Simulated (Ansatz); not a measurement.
An input meant for (H3Sn)2Se (Sn₂H₆Se) (charge 0, singlet).

```yaml
crystal:
  periodic: [false, false, false]
  atoms:
    - {symbol: Sn, position_ang: [-0.919513, 0.249979, -1.632379]}
    - {symbol: H, position_ang: [0.578278, 0.395490, -2.454436]}
    - {symbol: H, position_ang: [-2.158029, -0.253687, -2.697783]}
    - {symbol: H, position_ang: [-1.314850, 1.740277, -0.880486]}
    - {symbol: Se, position_ang: [-0.757780, -1.569927, 0.139917]}
    - {symbol: Sn, position_ang: [0.883191, -0.328444, 1.637951]}
    - {symbol: H, position_ang: [0.167889, 1.130368, 2.187382]}
    - {symbol: H, position_ang: [2.313656, 0.023423, 0.758967]}
    - {symbol: H, position_ang: [1.207168, -1.387489, 2.940836]}
basis:
  gaussian: {orbitals: def2-mTZVP}
hamiltonian: {xc: {name: HF}}
correlation: {method: mp2, frozen_orbitals: {Sn: 9}}
scf: {omitted_lower_state_checks: [starts]}
output: {forces: true}
```

```sh
$ ansatz run in.yaml --threads 4 --pin off --events-out ev --progress --plain --max-ram 3916MiB
```

**Question.** Predict how Ansatz answers.

**Answer.** The input was rejected before any iteration. Frozen orbitals are typed for one element alone, and the program wants a count for each (the count typed has to fit that element's core, too).
```
Functional definition: HF
Error: "frozen_orbitals" has no count for H
```
